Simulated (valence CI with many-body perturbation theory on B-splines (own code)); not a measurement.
## W⁶⁸⁺: key properties

Level of theory: configuration interaction combined with many-body perturbation theory (CI+MBPT): four valence electrons over a frozen Dirac-Fock core [He], a basis of 11 s, 11 p, 10 d, 8 f, 5 g, 2 h functions for each j, with the one-electron correlation potential Σ1 (screened to all orders), the two-electron term Σ2, the three-electron term Σ3, Breit, model QED; selected single and double excitations, second order for the rest, scaled by the run's own slope (own B-spline code, finite nucleus).

No measured spectrum was set against this ion. As an estimate, large intervals hold to a few tenths of a per cent, small ones and those within an open d or f shell to about a per cent. Among the levels kept, up to 1300 cm⁻¹ of a level comes from second order outside the variational space, and about a tenth of that is noise between levels of different J, which matters for small intervals.

Levels are named by their leading jj configuration (3d3/2^4 stands for four electrons in 3d with j = 3/2), which in mixed levels can hold well under half, so a name can repeat and another be missing.

Rates and lifetimes use the calculated energies. Strong lines usually hold to 10 to 20 %, long lifetimes can be off by a factor of two.

What is the ground level?

(2s^2 2p1/2^2) J=0, composition 68 % 2s²2p² ³P + 32 % 2s²2p² ¹S.

Where does the other parity begin?

At (2s 2p1/2^2 2p3/2) J=2, 13821 × 10³ cm⁻¹.

Among levels below 116860 × 10³ cm⁻¹, which E1 lines absorb most strongly from the ground level?

to (2s^2 2p1/2 3d3/2) J=1 at 0.1124 nm, f = 1.08; to (2s 2p1/2^2 3p1/2) J=1 at 0.1150 nm, f = 0.324; to (2s 2p1/2^2 3p3/2) J=1 at 0.1105 nm, f = 0.292.

Name the longest-lived excited levels whose lifetime is computed, and their main decay.

(2s^2 2p1/2 2p3/2) J=2 at 11531 × 10³ cm⁻¹ lives 11.0 ns, mostly by E2 to (2s^2 2p1/2^2) J=0; (2s^2 2p1/2 2p3/2) J=1 at 11384 × 10³ cm⁻¹ lives 58.0 ps, mostly by M1 to (2s^2 2p1/2^2) J=0; (2s 2p1/2^2 2p3/2) J=2 at 13821 × 10³ cm⁻¹ lives 30.1 ps, mostly by E1 to (2s^2 2p1/2 2p3/2) J=1.

What is the ionisation energy?

18419 eV; NIST lists 18476 ± 4 eV (semi-empirical).

How well does LS coupling describe the low levels?

Among the lowest 20 levels the leading LS term, summed over configurations, holds 67 % on average. For single configurations the figures are 67 % in LS and 100 % in jj coupling. Terms mix most in the J = 1 level at 14532 × 10³ cm⁻¹, where the leading one holds 31 %.
